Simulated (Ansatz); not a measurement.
`CC(S)[SiH2]F` → `CC(F)S[SiH3]`  (isomerisation)

Program: Ansatz. Geometries: PBE0-D4/def2-TZVP. ΔE: electronic, gas phase. CCSD(T)/CBS is the MP2 limit (def2-TZVPP, def2-QZVPP) plus CCSD(T) − MP2 in def2-TZVPP, frozen cores. Functionals use def2-TZVPP. Each species was taken in one conformer, which may not be the lowest.

`CC(S)[SiH2]F`:

Cartesian coordinates in Å:
```
C 0.426 -1.330 -0.507
C -0.564 -0.236 -0.155
S -1.038 0.818 -1.566
Si -0.021 1.009 1.127
F 0.511 0.268 2.449
H 0.046 -1.962 -1.313
H 1.379 -0.907 -0.836
H 0.625 -1.959 0.365
H -1.518 -0.670 0.162
H 0.191 1.296 -1.826
H 1.113 1.796 0.580
H -1.153 1.877 1.522
```

`CC(F)S[SiH3]`:

```xyz
12

C     0.398   -1.466    0.594
C    -0.876   -0.847    0.088
F    -0.895   -0.913   -1.291
S    -1.159    0.864    0.648
Si    0.294    1.945   -0.486
H     1.268   -0.906    0.249
H     0.474   -2.493    0.228
H     0.400   -1.476    1.684
H    -1.753   -1.393    0.449
H     0.000    1.919   -1.939
H     1.673    1.440   -0.261
H     0.176    3.328    0.035
```

| level | ΔE (kcal/mol) | difference from CCSD(T)/CBS |
| --- | --- | --- |
| PBE-D4 | 32.0 | -4.8 |
| PBE0-D4 | 33.4 | -3.4 |
| B2PLYP | 35.7 | -1.1 |
| r2SCAN | 33.9 | -2.9 |
| HF/def2-TZVPP | 35.1 | -1.7 |
| HF/def2-QZVPP | 35.7 | -1.1 |
| MP2/def2-QZVPP | 39.1 | 2.3 |
| SCS-MP2/def2-QZVPP | 38.0 | 1.2 |
| HF/CBS(def2) | 35.7 | -1.1 |
| CCSD/CBS(def2) | 37.2 | 0.4 |
| CCSD(T)/CBS | 36.8 | 0 |

Largest T1 diagnostic among the species: 0.011.

From PBE to PBE0 (25 % exact exchange), in def2-TZVPP and without D4, ΔE moves by +1.4 kcal/mol. In def2-TZVPP, CCSD(T) changes the Hartree–Fock value by +1.2 kcal/mol (the triples alone add −0.4 kcal/mol) and MP2 by +3.5 kcal/mol.

CCSD(T)/CBS has its own doubt, a few kJ/mol and more with outer-core shells, so smaller differences from it don't rank the levels.
